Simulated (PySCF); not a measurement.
PySCF input (TPSS/def2-TZVPD):

```python
from pyscf import gto, scf, dft

mol = gto.M(
    atom='''
    B    -0.22499688   -0.01005670   -1.34691142
    H    -0.33436384    1.04036341   -1.88677077
    H    -0.29447598   -1.06847070   -1.87768832
    C     0.01701803    0.00076066    0.10187596
    O     0.20646451    0.00922835    1.23597005
    ''',
    basis='def2-tzvpd',
    charge=0,
    spin=1,
    verbose=4,
)

mf = dft.UKS(mol, xc='tpss').density_fit(auxbasis='def2-universal-jkfit')
mf.grids.level = 3
mf.conv_tol = 1e-9
mf.max_cycle = 100
mf.max_memory = 1500
mf.kernel()
if not mf.converged:
    mf = mf.newton()
    mf.kernel(mf.make_rdm1())
for _ in range(2):
    mo, _, stable, _ = mf.stability(return_status=True)
    if stable:
        break
    mf.kernel(mf.make_rdm1(mo, mf.mo_occ))
mf.analyze()
```

End of the output:

```
Extra cycle  E= -139.423807477296  delta_E= 8.25e-11  |g|= 1.66e-05  |ddm|= 1.13e-05
converged SCF energy = -139.423807477296  <S^2> = 0.75288402  2S+1 = 2.0028819
uhf_internal: lowest eigs of H = [0.1916479  0.34158364 0.37777455]
<class 'pyscf.df.df_jk.DFUKS'> wavefunction is stable in the internal stability analysis
**** SCF Summaries ****
Total Energy =                        -139.423807477295583
Nuclear Repulsion Energy =              51.029712431796916
One-electron Energy =                 -288.952139599809584
Two-electron Energy =                   98.498619690717092
Two-electron Coulomb Energy =          117.284131559197476
DFT Exchange-Correlation Energy =      -18.785511868480384
HOMO-LUMO gap [eV] =                     1.574743528517080
**** MO energy ****
                             alpha | beta                alpha | beta
MO #1   energy= -18.9856523047469  | -18.979372212741   occ= 1 | 1
MO #2   energy= -10.1106061129479  | -10.1069517656048  occ= 1 | 1
MO #3   energy= -6.59606492942302  | -6.590097013291    occ= 1 | 1
MO #4   energy= -1.08552290130124  | -1.07678131441623  occ= 1 | 1
MO #5   energy= -0.611290059421076 | -0.589507778046308 occ= 1 | 1
MO #6   energy= -0.491572428373676 | -0.483028720938613 occ= 1 | 1
MO #7   energy= -0.445678928120678 | -0.435421307905514 occ= 1 | 1
MO #8   energy= -0.440307590639705 | -0.415837435119105 occ= 1 | 1
MO #9   energy= -0.383501430706247 | -0.376650208796953 occ= 1 | 1
MO #10  energy= -0.335550924332718 | -0.332677057817072 occ= 1 | 1
MO #11  energy= -0.201555315194629 | -0.143684557440515 occ= 1 | 0
MO #12  energy= -0.0884262310984454 | -0.0810294380114449 occ= 0 | 0
MO #13  energy= -0.0117680131958022 | -0.000818125611502296 occ= 0 | 0
MO #14  energy= -0.00614529287997458 | 0.0240889293250761 occ= 0 | 0
MO #15  energy= 0.0291034185466188 | 0.0315383835546613 occ= 0 | 0
MO #16  energy= 0.0523602272632481 | 0.0545520510335682 occ= 0 | 0
MO #17  energy= 0.0624135353062794 | 0.0670698760094766 occ= 0 | 0
MO #18  energy= 0.0648210181098282 | 0.0706691143760788 occ= 0 | 0
MO #19  energy= 0.0747431102732045 | 0.0878777468499581 occ= 0 | 0
MO #20  energy= 0.0910692747450713 | 0.0927552759653806 occ= 0 | 0
MO #21  energy= 0.0917434510692548 | 0.10083976858195   occ= 0 | 0
MO #22  energy= 0.111858413481007  | 0.119445209053144  occ= 0 | 0
MO #23  energy= 0.128241160794741  | 0.15426367332533   occ= 0 | 0
MO #24  energy= 0.151485421259975  | 0.155146434656691  occ= 0 | 0
MO #25  energy= 0.152755503678956  | 0.157158911613652  occ= 0 | 0
MO #26  energy= 0.161648076137653  | 0.17110556235853   occ= 0 | 0
MO #27  energy= 0.187796723456245  | 0.191456210385244  occ= 0 | 0
MO #28  energy= 0.20742055946531   | 0.213685866705409  occ= 0 | 0
MO #29  energy= 0.210716674280142  | 0.218777265401573  occ= 0 | 0
MO #30  energy= 0.23091493176424   | 0.235611583533707  occ= 0 | 0
MO #31  energy= 0.231424940800023  | 0.241227801139072  occ= 0 | 0
MO #32  energy= 0.242127941057759  | 0.257808119350587  occ= 0 | 0
MO #33  energy= 0.260284293949491  | 0.268404552915464  occ= 0 | 0
MO #34  energy= 0.285583285858039  | 0.287493808096673  occ= 0 | 0
MO #35  energy= 0.288270122927528  | 0.297545054544649  occ= 0 | 0
MO #36  energy= 0.292894120091932  | 0.302452877135908  occ= 0 | 0
MO #37  energy= 0.315134745056446  | 0.317720905373015  occ= 0 | 0
MO #38  energy= 0.315312857107701  | 0.32212387038591   occ= 0 | 0
MO #39  energy= 0.350328342012444  | 0.355463913183027  occ= 0 | 0
MO #40  energy= 0.362552929811875  | 0.367262149687331  occ= 0 | 0
MO #41  energy= 0.394400010191269  | 0.398748863059353  occ= 0 | 0
MO #42  energy= 0.429650029475017  | 0.437815102299018  occ= 0 | 0
MO #43  energy= 0.450167993580077  | 0.456601677216999  occ= 0 | 0
MO #44  energy= 0.451476664141043  | 0.468608167026849  occ= 0 | 0
MO #45  energy= 0.456359056533297  | 0.4703349556428    occ= 0 | 0
MO #46  energy= 0.465041759032604  | 0.472035121665509  occ= 0 | 0
MO #47  energy= 0.487516000121666  | 0.495943422705093  occ= 0 | 0
MO #48  energy= 0.511016275498282  | 0.516851957197835  occ= 0 | 0
MO #49  energy= 0.525630686186406  | 0.528406045927003  occ= 0 | 0
MO #50  energy= 0.55152325479883   | 0.557778289002602  occ= 0 | 0
MO #51  energy= 0.571608502593822  | 0.580507564801191  occ= 0 | 0
MO #52  energy= 0.614417559077905  | 0.634673821610516  occ= 0 | 0
MO #53  energy= 0.624380387935197  | 0.640125550647656  occ= 0 | 0
MO #54  energy= 0.643509723476986  | 0.6565550395678    occ= 0 | 0
MO #55  energy= 0.649955319093644  | 0.660810000477991  occ= 0 | 0
MO #56  energy= 0.665135356892487  | 0.678729159086847  occ= 0 | 0
MO #57  energy= 0.754048445186633  | 0.769130921595842  occ= 0 | 0
MO #58  energy= 0.794566853946542  | 0.800805171252605  occ= 0 | 0
MO #59  energy= 0.821855546703436  | 0.835464134475145  occ= 0 | 0
MO #60  energy= 0.841615438615747  | 0.847653081424796  occ= 0 | 0
MO #61  energy= 0.851416545062928  | 0.861459341003528  occ= 0 | 0
MO #62  energy= 0.884986683925987  | 0.888573042416986  occ= 0 | 0
MO #63  energy= 0.903943658229952  | 0.91636734411043   occ= 0 | 0
MO #64  energy= 0.981448699756704  | 0.995452548940207  occ= 0 | 0
MO #65  energy= 1.07063108476539   | 1.1129180627676    occ= 0 | 0
MO #66  energy= 1.11699884509476   | 1.13242723512519   occ= 0 | 0
MO #67  energy= 1.12137160053317   | 1.13456060914424   occ= 0 | 0
MO #68  energy= 1.13478862592984   | 1.1583192986153    occ= 0 | 0
MO #69  energy= 1.16404746335857   | 1.1822682647177    occ= 0 | 0
MO #70  energy= 1.17974647351281   | 1.18901176028011   occ= 0 | 0
MO #71  energy= 1.19149336845952   | 1.20346289889688   occ= 0 | 0
MO #72  energy= 1.52912471723677   | 1.56424799236621   occ= 0 | 0
MO #73  energy= 1.5944223082849    | 1.60351368290078   occ= 0 | 0
MO #74  energy= 1.5957238430419    | 1.61533420127866   occ= 0 | 0
MO #75  energy= 1.62056508633666   | 1.64379837886714   occ= 0 | 0
MO #76  energy= 1.67105826977309   | 1.68476222019269   occ= 0 | 0
MO #77  energy= 1.71648755134974   | 1.73254378217822   occ= 0 | 0
MO #78  energy= 1.71915835930827   | 1.73967329222157   occ= 0 | 0
MO #79  energy= 1.75953925411477   | 1.77480920314022   occ= 0 | 0
MO #80  energy= 1.84017461343166   | 1.86407832233381   occ= 0 | 0
MO #81  energy= 1.84483933361968   | 1.88307814682003   occ= 0 | 0
MO #82  energy= 1.87160001842635   | 1.90986245577723   occ= 0 | 0
MO #83  energy= 1.91851504747908   | 1.94689516359248   occ= 0 | 0
MO #84  energy= 1.9244133939961    | 1.9674213064782    occ= 0 | 0
MO #85  energy= 1.94826334938576   | 1.96818177424349   occ= 0 | 0
MO #86  energy= 1.97062063113831   | 1.98742206404039   occ= 0 | 0
MO #87  energy= 2.02117976208142   | 2.04514077133236   occ= 0 | 0
MO #88  energy= 2.09423565918771   | 2.11809364985374   occ= 0 | 0
MO #89  energy= 2.17877275020812   | 2.1943393432579    occ= 0 | 0
MO #90  energy= 2.29906584338611   | 2.31941942576593   occ= 0 | 0
MO #91  energy= 2.31880591801383   | 2.32993584344962   occ= 0 | 0
MO #92  energy= 2.40453995381798   | 2.42566393088646   occ= 0 | 0
MO #93  energy= 2.42240626574406   | 2.43490738660438   occ= 0 | 0
MO #94  energy= 2.51816654332557   | 2.54425499639206   occ= 0 | 0
MO #95  energy= 2.53224384644384   | 2.56874046127603   occ= 0 | 0
MO #96  energy= 2.59841429730372   | 2.61610689718974   occ= 0 | 0
MO #97  energy= 2.69410148237676   | 2.70965447817715   occ= 0 | 0
MO #98  energy= 2.71425191211808   | 2.73035575541142   occ= 0 | 0
MO #99  energy= 2.73802510527748   | 2.76445484787443   occ= 0 | 0
MO #100 energy= 2.86801029208798   | 2.89035549099038   occ= 0 | 0
MO #101 energy= 2.93258890596406   | 2.9632945406346    occ= 0 | 0
MO #102 energy= 2.9417358562845    | 2.97696158833411   occ= 0 | 0
MO #103 energy= 3.00777668450881   | 3.01853573549338   occ= 0 | 0
MO #104 energy= 3.00854694429957   | 3.03082129829499   occ= 0 | 0
[...]
```

It need not be the lowest isomer of its formula.
